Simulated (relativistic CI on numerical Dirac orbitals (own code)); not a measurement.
## Level scheme of Ru XVII

Computed by Dirac-Coulomb-Breit CI, separate exchange-only KLI orbitals for each configuration, model QED (radiative potential, 1s self-energy scaled to tabulated hydrogen-like ionisation energies), unscaled Slater integrals (own radial code, finite nucleus).

Configuration list (outside the closed core [Ne] 3s2): 3p6 3d10, 3p6 3d9 4s, 3p6 3d9 4p, 3p6 3d9 4d, 3p6 3d8 4s2, 3p6 3d9 4f, 3p6 3d8 4s 4p, 3p5 3d10 4s, 3p6 3d9 5s, 3p6 3d8 4p2, 3p6 3d9 5p, 3p6 3d8 4s 4d, 3p5 3d10 4p, 3p6 3d9 5d, 3p6 3d8 4p 4d, 3p6 3d9 5f. Levels of other configurations are missing.

```
No.  Configuration  Term  J   E (eV)    %  Next component (%)
  1       3p6 3d10    1S  0    0.000  100                    
  2     3p6 3d9 4s    3D  3  261.063  100                    
  3     3p6 3d9 4s    3D  2  261.792   56               44 1D
  4     3p6 3d9 4s    3D  1  265.421  100                    
  5     3p6 3d9 4s    1D  2  266.084   56               44 3D
  6     3p6 3d9 4p   3P°  2  294.222   76              18 3D°
  7     3p6 3d9 4p   3F°  3  295.267   53              33 1F°
  8     3p6 3d9 4p   3F°  2  299.033   87               6 3D°
  9     3p6 3d9 4p   3P°  1  299.258   76              24 3D°
 10     3p6 3d9 4p   3F°  4  300.140  100                    
 11     3p6 3d9 4p   1D°  2  301.455   65              18 3D°
 12     3p6 3d9 4p   1P°  1  302.021   83              12 3D°
 13     3p6 3d9 4p   3D°  3  302.214   74              26 1F°
 14     3p6 3d9 4p   3P°  0  302.850  100                    
 15     3p6 3d9 4p   3F°  3  305.161   47              41 1F°
 16     3p6 3d9 4p   3D°  1  305.565   65              18 3P°
 17     3p6 3d9 4p   3D°  2  306.344   58              28 1D°
 18     3p6 3d9 4d    3S  1  352.268   83               15 3P
 19     3p6 3d9 4d    3G  4  355.183   59               39 1G
 20     3p6 3d9 4d    3P  2  355.362   59               38 3D
 21     3p6 3d9 4d    1P  1  355.602   52               23 3P
 22     3p6 3d9 4d    3G  5  355.708  100                    
 23     3p6 3d9 4d    3D  3  356.271   59               29 3F
 24     3p6 3d9 4d    1F  3  357.120   38               29 3D
 25     3p6 3d9 4d    1D  2  357.494   36               26 3P
 26     3p6 3d9 4d    3P  0  357.728   99                    
 27     3p6 3d9 4d    3F  4  357.740   75               21 1G
 28     3p6 3d9 4d    1P  1  358.886   44               34 3P
 29     3p6 3d9 4d    3G  3  359.543   67               25 1F
 30     3p6 3d9 4d    3D  1  360.070   67               28 3P
 31     3p6 3d9 4d    1G  4  360.778   40               38 3G
 32     3p6 3d9 4d    3D  2  361.414   39               27 3F
 33     3p6 3d9 4d    3F  2  361.543   55               43 1D
 34     3p6 3d9 4d    3F  3  362.088   53               34 1F
 35     3p6 3d9 4d    1S  0  381.449   97     2 3p6 3d9 5d 1S
 36     3p6 3d9 4f   3P°  0  409.764  100                    
 37     3p6 3d9 4f   3P°  1  410.205   91               8 3D°
 38     3p6 3d9 4f   3P°  2  410.944   68              20 3D°
 39     3p6 3d9 4f   3H°  6  411.352  100                    
 40     3p6 3d9 4f   3H°  5  411.658   57              42 1H°
 41     3p6 3d9 4f   1D°  2  412.449   39              36 3F°
 42     3p6 3d9 4f   3D°  3  412.526   57              39 3F°
 43     3p6 3d9 4f   3F°  4  412.898   81              13 3G°
 44     3p6 3d9 4f   1G°  4  413.096   41              31 3H°
 45     3p6 3d9 4f   3G°  5  413.251   73              19 1H°
 46     3p6 3d9 4f   1F°  3  413.600   43              22 3G°
 47     3p6 3d9 4f   3D°  1  414.060   89               8 3P°
 48     3p6 3d9 4f   3D°  2  415.547   40              32 3P°
 49     3p6 3d9 4f   3H°  4  416.131   68              18 1G°
 50     3p6 3d9 4f   1H°  5  416.431   39              34 3H°
 51     3p6 3d9 4f   3F°  2  416.896   64              21 1D°
 52     3p6 3d9 4f   3F°  3  417.289   40              24 3D°
 53     3p6 3d9 4f   3G°  4  417.748   45              36 1G°
 54     3p6 3d9 4f   3G°  3  418.032   57              39 1F°
 55     3p6 3d9 4f   1P°  1  424.503   95               3 3D°
 56     3p6 3d9 5s    3D  3  438.256  100                    
 57     3p6 3d9 5s    1D  2  438.541   54               46 3D
 58    3p5 3d10 4s   3P°  2  442.491   94    5 3p6 3d9 5p 3P°
 59     3p6 3d9 5s    3D  1  442.626  100                    
 60     3p6 3d9 5s    3D  2  442.845   54               46 1D
 61    3p5 3d10 4s   1P°  1  444.135   60              37 3P°
 62     3p6 3d9 5p   3F°  3  453.555   50              35 1F°
 63     3p6 3d9 5p   3P°  2  453.719   59              27 3D°
 64     3p6 3d9 5p   3F°  4  455.684  100                    
 65     3p6 3d9 5p   3P°  1  456.185   55              29 1P°
 66     3p6 3d9 5p   1D°  2  456.270   42              30 3P°
 67     3p6 3d9 5p   3D°  3  456.532   76              23 1F°
 68     3p6 3d9 5p   3F°  2  457.823   74              26 1D°
 69     3p6 3d9 5p   1P°  1  458.078   67              15 3D°
 70     3p6 3d9 5p   3P°  0  458.502   88  12 3p5 3d10 4s 3P°
```

Energies count from the lowest computed level; ° marks odd parity.

The mean weight of the leading LS term, summed over parents, in these 70 levels is 68 %, and that of the leading jj configuration (from the same eigenvectors) 86 %, so jj coupling describes them better and the LS labels are nominal.

At this charge energies of transitions that change n are usually good to better than 1 %, and those within a shell (Δn = 0) to a few per cent.

LS names give the leading component of a level, which can be under half, so a name can repeat, a term be missing and a line seem to break the LS rules.
